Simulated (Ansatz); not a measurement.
Consider the formal exchange of groups at the Si–O bond: `FCO[SiH2][SiH3]` + `C=C(O)O` → `O[SiH2][SiH3]` + `C=C(O)OCF`.

Computed with Ansatz on PBE0-D4/def2-TZVP structures; ΔE is electronic, products minus reactants. CCSD(T)/CBS adds triple-zeta CCSD(T) − MP2 to the extrapolated MP2 energy (def2 sets, frozen cores). Functionals use def2-TZVPP. B3LYP here is the variant with VWN-RPA as its local correlation; programs differ in this. One conformer a species, not always the lowest.

`FCO[SiH2][SiH3]`:

Cartesian coordinates in Å:
```
F -1.282 1.349 1.514
C -0.066 0.745 1.758
O 0.833 1.060 0.777
Si 0.626 0.695 -0.836
Si -0.330 -1.429 -1.141
H 0.307 1.124 2.712
H -0.260 -0.335 1.809
H -0.215 1.723 -1.502
H 1.991 0.748 -1.415
H -1.715 -1.484 -0.602
H 0.483 -2.481 -0.471
H -0.372 -1.713 -2.601
```

`C=C(O)O`:

Cartesian coordinates in Å:
```
C 1.043 -0.146 0.418
C -0.151 0.167 -0.077
O -0.524 1.421 -0.363
O -1.149 -0.700 -0.364
H 1.767 0.630 0.609
H 1.301 -1.173 0.633
H -1.424 1.394 -0.705
H -0.863 -1.593 -0.151
```

`O[SiH2][SiH3]`:

Z-matrix (Å, degrees):
```
Si
Si 1 2.347
O 1 1.654 2 112.4
H 1 1.484 2 110.6 3 117.6
H 1 1.493 2 108.5 3 -123.5
H 2 1.489 1 110.0 3 177.8
H 2 1.491 1 110.1 3 58.6
H 2 1.488 1 111.4 3 -61.5
H 3 0.958 1 117.6 2 -58.8
```

`C=C(O)OCF`:

Z-matrix (Å, degrees):
```
C
O 1 1.395
F 1 1.351 2 106.1
H 1 1.096 2 110.4 3 -118.1
H 1 1.096 2 110.4 3 118.1
C 2 1.351 1 117.0 3 179.5
O 6 1.340 2 110.1 1 -179.7
C 6 1.331 2 127.0 1 0.3
H 7 0.963 6 108.2 2 0.2
H 8 1.079 6 118.9 2 -179.9
H 8 1.078 6 122.1 2 0.1
```

| level | ΔE (kJ/mol) | difference from CCSD(T)/CBS |
| --- | --- | --- |
| r2SCAN-D4 | 9.2 | 2.4 |
| PBE0-D4 | 9.5 | 2.7 |
| ωB97X-V | 9.8 | 3.0 |
| ωB97M-V | 9.5 | 2.7 |
| PBE | 9.2 | 2.4 |
| PBE0 | 8.4 | 1.6 |
| B3LYP | 8.6 | 1.8 |
| MP2/def2-TZVPP | 6.1 | -0.7 |
| SCS-MP2/def2-TZVPP | 6.7 | -0.1 |
| CCSD/def2-TZVPP | 7.3 | 0.5 |
| CCSD(T)/def2-TZVPP | 7.1 | 0.3 |
| HF/def2-QZVPP | 7.8 | 1.0 |
| MP2/def2-QZVPP | 5.8 | -1.0 |
| SCS-MP2/def2-QZVPP | 6.3 | -0.5 |
| MP2/CBS(def2) | 5.8 | -1.0 |
| CCSD/CBS(def2) | 7.0 | 0.2 |
| CCSD(T)/CBS | 6.8 | 0 |

Largest T1 diagnostic among the species: 0.013.
